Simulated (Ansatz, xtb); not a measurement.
**Isomers of BH6PSn in order of energy**

4 gas-phase structures of BH6PSn, found in a search over its isomers (lower ones may exist). Each was relaxed with GFN2-xTB; where two conformers were screened, the lower at r2SCAN-D4/def2-SVP//GFN2-xTB is listed:

A. `[BH3-][SnH+][PH2]`, a singlet
B. a singlet given by its coordinates
C. a singlet given by its coordinates
D. `B[PH2+][SnH2-]`, a singlet

C (Å):

```xyz
9

B    -0.2328   -1.1178    1.0723
P    -0.8640    0.1191   -0.2869
Sn   -2.0957    1.1147    1.6609
H     0.9377   -1.0746    1.1831
H    -0.7408   -2.1730    0.9176
H    -1.5122   -0.4711   -1.3524
H     0.0958    0.7688   -1.0280
H    -0.7429   -0.5993    2.1471
H    -0.6833    2.2062    1.8424
```

Close contacts (Å): B1–P2 1.94, P2–Sn3 2.51, B1–H4 1.18, B1–H5 1.18, B1–H8 1.30, P2–H6 1.38, P2–H7 1.38, Sn3–H8 2.24, Sn3–H9 1.79.

B (Å):

```xyz
9

B     0.7528    1.1618    0.1350
P    -0.7687    0.6888   -0.7594
Sn   -0.0712   -0.5904    1.8443
H     1.7647    0.7248   -0.2630
H    -0.8905   -0.6377   -1.0959
H     0.7393    2.1816    0.7116
H    -1.9516    0.8788   -0.0875
H    -1.8044   -0.3382    2.1766
H    -0.4728   -2.0920    0.9792
```

Close contacts (Å): B1–P2 1.83, B1–Sn3 2.58, P2–Sn3 2.98, B1–H4 1.17, B1–H6 1.17, P2–H5 1.37, P2–H7 1.37, Sn3–H8 1.78, Sn3–H9 1.78.

Task: Make a reasoned guess at their ranking by r2SCAN-D4/def2-SVP//GFN2-xTB single-point energy.

Result: Calculated order at r2SCAN-D4/def2-SVP//GFN2-xTB: C (0.000), B (0.880), A (0.991), D (1.248) eV.

Energies above the lowest of each column, in eV:

```
structure  GFN2-xTB  HF/STO-3G  r2SCAN-D4/def2-SVP//GFN2-xTB
        C     0.000      0.000                         0.000
        B     0.834      1.552                         0.880
        A     0.421      0.751                         0.991
        D     0.426      1.212                         1.248
```

Every level run on C puts it lowest or level with the lowest. Flexible structures stand in one conformer each, not always the lowest. Frequencies (r2SCAN-D4/def2-SVP) were run for B alone. Atoms past krypton carry core potentials in the def2 sets, without spin–orbit terms.

Over these structures GFN2-xTB departs from r2SCAN-D4/def2-SVP//GFN2-xTB by 0.336 eV on average once a common shift is removed. A GFN2-xTB relaxation took about 0.14 s and the r2SCAN-D4/def2-SVP//GFN2-xTB energy about 1.4 s on a shared host (Ansatz 0.2.0, xtb 6.7.1).
